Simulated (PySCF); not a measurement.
Species: C6H8F2.
Bonds: C1–C2, C2–C3 (double), C3–C4 (double), C4–C5, C5–C6, C5–F7, C5–F8. Hydrogens: H9, H10, H11 on C1; H12 on C2; H13 on C4; H14, H15, H16 on C6.

Computed with PySCF at wB97X-D/def2-SVPD, non-relativistic, on one gas-phase PBE0-D3(BJ)/def2-SVP geometry that isn't relaxed in the solvent. The solvent is an IEF-PCM continuum (Bondi radii, 1.10 Å for H, scaled by 1.2), and excitations are vertical TDDFT with non-equilibrium linear response and a frozen core. Specific hydrogen bonds and non-electrostatic terms are outside this model.

Gas-phase singlets (H = HOMO, L = LUMO):

```
state  E (eV)  λ (nm)      f  leading configuration
   S1   5.744     216  0.000                H→L 87%
   S2   6.322     196  0.000            H-1→L+1 92%
   S3   7.252     171  0.003              H→L+1 51%
   S4   7.543     164  0.092              H→L+2 70%
   S5   7.694     161  1.051              H-1→L 41%
```

**Question.** How does the list change in dichloromethane (ε = 8.93)?

**Answer.** 
| state | E (eV) | λ (nm) | f | leading configuration | change by rank (eV) |
| --- | --- | --- | --- | --- | --- |
| S1 | 5.682 | 218 | 0.000 | H→L 91% | -0.062 |
| S2 | 6.407 | 194 | 0.000 | H-1→L+1 93% | +0.085 |
| S3 | 7.238 | 171 | 0.038 | H→L+1 62% | -0.014 |
| S4 | 7.399 | 168 | 1.248 | H-1→L 58% | -0.144 |
| S5 | 7.567 | 164 | 0.158 | H→L+2 75% | -0.127 |

**Question.** How does the list change in acetone (ε = 20.49)?

**Answer.** 
```
state  E (eV)  λ (nm)      f  leading configuration  change by rank (eV)
   S1   5.676     218  0.000                H→L 91%               -0.068
   S2   6.418     193  0.000            H-1→L+1 93%               +0.096
   S3   7.242     171  0.027              H→L+1 60%               -0.010
   S4   7.429     167  1.177              H-1→L 54%               -0.114
   S5   7.578     164  0.217              H→L+2 72%               -0.116
```

**Question.** The ground-state energy changes by -0.179 eV from gas to acetone. By how much does the total energy of gas-phase S1 change?

**Answer.** E(S1) = E(S0) + excitation energy, so it changes by -0.179 − 0.068 = -0.247 eV: it is lowered more than the ground state, which is what a red shift means. This is the vertical state, with the slow part of the continuum still set for S0.

**Question.** How do the frontier levels move from gas to acetone?

**Answer.** 
```csv
orbital,gas (eV),solvent (eV),change (eV),"Löwdin shares, gas","Löwdin shares, solvent"
LUMO+2,2.32,2.45,+0.13,"C3 14 %, C6 13 %, C1 12 %, C2 12 %","C6 14 %, C3 14 %, C4 12 %, C2 11 %"
LUMO+1,1.83,2.00,+0.17,"C2 30 %, C3 28 %, C4 12 %, H13 7 %","C2 30 %, C3 28 %, C4 12 %, H13 7 %"
LUMO,1.51,1.64,+0.13,"C3 25 %, C4 23 %, C2 13 %, C1 9 %","C3 28 %, C4 24 %, C2 12 %, C1 7 %"
HOMO,-9.54,-9.39,+0.15,"C2 33 %, C3 31 %, C1 8 %, C4 8 %","C2 33 %, C3 32 %, C1 8 %, C4 8 %"
HOMO-1,-9.89,-9.81,+0.08,"C4 39 %, C3 32 %, C2 8 %","C4 39 %, C3 31 %, C2 8 %, C1 4 %"
HOMO-2,-11.93,-12.00,-0.07,"F7 22 %, F8 21 %, C6 18 %, C5 16 %","C6 19 %, F7 19 %, F8 19 %, C5 18 %"
HOMO-3,-12.85,-12.52,+0.33,"C1 37 %, H10 21 %, C2 15 %, H12 8 %","C1 38 %, H10 21 %, C2 14 %, H12 7 %"
```

The HOMO–LUMO gap goes from 11.05 to 11.02 eV.

The run took about 80 s of CPU time (one thread, shared machine). This is the whole response run at wB97X-D/def2-SVPD in acetone, SCF included.

Shape of the structure used: `[CH3:1][CH:2]=[C:3]=[CH:4][C:5]([CH3:6])([F:7])[F:8]`: C3–C4–C5–C6 2°.

Note: wB97X-D ran without an empirical dispersion term, which enters the total energy and its gradient alone.
